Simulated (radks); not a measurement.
Question: All-electron atom: Sm3+ in [Xe] 4f1 5d2 6s2 (not the ground configuration). Calculated with a radial shooting solver on a logarithmic mesh with Libxc functionals: Dirac Kohn-Sham, PBE, spin-unpolarised, spherical densities, point nucleus; open shells fill j = l - 1/2 first.

Spin-orbit splittings of the eigenvalues, e(l+1/2) - e(l-1/2), with zeta = 2 splitting/(2l+1) and mean radii in bohr:

shell  occ.  splitting (eV)  zeta (eV)  <r> j=l-1/2  <r> j=l+1/2
2p        6           602.5      401.6      0.08076      0.08739
3p        6           121.9      81.26       0.2443       0.2570
3d       10           26.41      10.56       0.2288       0.2328
4p        6           27.92      18.61       0.5836       0.6104
4d       10           5.171      2.069       0.6414       0.6504
4f        1          0.8143     0.2327       0.7431       0.7481
5p        6           5.259      3.506        1.378        1.442
5d        2               ?          ?        1.797        1.823

Estimate the 5d splitting.

Answer: 0.6966 eV (zeta = 0.2786 eV).
